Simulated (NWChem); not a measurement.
System meant: C₂H₈OSi; SMILES C[SiH2]CO

Here is an NWChem input.

```
start job
memory heap 200 mb stack 900 mb global 1100 mb
geometry units angstroms noautosym nocenter noautoz
  C      0.982232     1.582981     0.135358
  Si    -0.616145     0.644848    -0.156991
  C     -0.420406    -1.155081     0.414705
  O      0.693434    -1.697248    -0.259522
  H      0.942396     2.598963    -0.285448
  H      1.200536     1.664309     1.211464
  H      1.811547     1.038121    -0.341087
  H     -0.972321     0.660907    -1.610367
  H     -1.754001     1.251869     0.608450
  H     -0.294484    -1.165631     1.517961
  H     -1.358945    -1.708038     0.204106
  H      0.807825    -2.611618     0.017647
end
basis spherical
  C library 6-31g*
  Si library 6-31g*
  O library 6-31g*
  H library 6-31g*
end
dft
  xc m06-2x
  iterations 150
end
property
  shielding
end
task dft property
```

End of the output:

```
 Vector   24  Occ=0.000000D+00  E= 1.192769D-01
              MO Center= -3.7D-01,  3.5D-02,  4.8D-01, r^2= 6.0D+00
   Bfn.  Coefficient  Atom+Function         Bfn.  Coefficient  Atom+Function
  ----- ------------  ---------------      ----- ------------  ---------------
    27      1.278236   2 Si pz               68      0.915334   8 H  s
     6     -0.781533   1 C  s                25      0.632410   2 Si px
    76     -0.632183  12 H  s                52      0.561778   4 O  s
    38     -0.505578   3 C  s                24      0.422860   2 Si s
    70     -0.339510   9 H  s                39     -0.302467   3 C  px

 center of mass
 --------------
 x =   0.02438202 y =  -0.05540481 z =  -0.01514389

 moments of inertia (a.u.)
 ------------------
         495.264052303935           4.823028592835           1.079822645108
           4.823028592835         197.793073186848           1.929361156832
           1.079822645108           1.929361156832         613.956155694930

     Multipole analysis of the density
     ---------------------------------

     L   x y z        total         alpha         beta         nuclear
     -   - - -        -----         -----         ----         -------
     0   0 0 0     -0.000000    -21.000000    -21.000000     42.000000

     1   1 0 0     -0.049759     -0.662616     -0.662616      1.275472
     1   0 1 0     -0.406948      0.036361      0.036361     -0.479669
     1   0 0 1      0.481088     -0.089264     -0.089264      0.659616

     2   2 0 0    -26.079412    -63.445059    -63.445059    100.810706
     2   1 1 0      0.511121     -2.081732     -2.081732      4.674586
     2   1 0 1      0.337071      0.129042      0.129042      0.078986
     2   0 2 0    -20.932339   -145.470073   -145.470073    270.007807
     2   0 1 1     -1.442427      1.115033      1.115033     -3.672493
     2   0 0 2    -25.845165    -28.993814    -28.993814     32.142462

          -----------------------------------------
          Chemical Shielding Tensors (GIAO, in ppm)
          -----------------------------------------

 ------------------------------------------------------------------------
  xm06: d2 not coded                    0
 ------------------------------------------------------------------------
 ------------------------------------------------------------------------
  current input line :
    30: task dft property
 ------------------------------------------------------------------------
 ------------------------------------------------------------------------
 This error has not yet been assigned to a category
 ------------------------------------------------------------------------
 For more information see the NWChem manual at https://nwchemgit.github.io

0: xm06: d2 not coded:Received an Error in Communication
```

Problem. Find the fault in this run and fix the input.

Solution. The run crashed. Cause: this functional's second derivatives, which shieldings need, aren't coded here; the fix takes a hybrid GGA instead. This input runs:
```
start job
memory heap 200 mb stack 900 mb global 1100 mb
geometry units angstroms noautosym nocenter noautoz
  C      0.982232     1.582981     0.135358
  Si    -0.616145     0.644848    -0.156991
  C     -0.420406    -1.155081     0.414705
  O      0.693434    -1.697248    -0.259522
  H      0.942396     2.598963    -0.285448
  H      1.200536     1.664309     1.211464
  H      1.811547     1.038121    -0.341087
  H     -0.972321     0.660907    -1.610367
  H     -1.754001     1.251869     0.608450
  H     -0.294484    -1.165631     1.517961
  H     -1.358945    -1.708038     0.204106
  H      0.807825    -2.611618     0.017647
end
basis spherical
  C library 6-31g*
  Si library 6-31g*
  O library 6-31g*
  H library 6-31g*
end
dft
  xc pbe0
  iterations 150
end
property
  shielding
end
task dft property
```
It converges to -445.39859 Ha (PBE0/6-31G* (spherical d), GIAO).
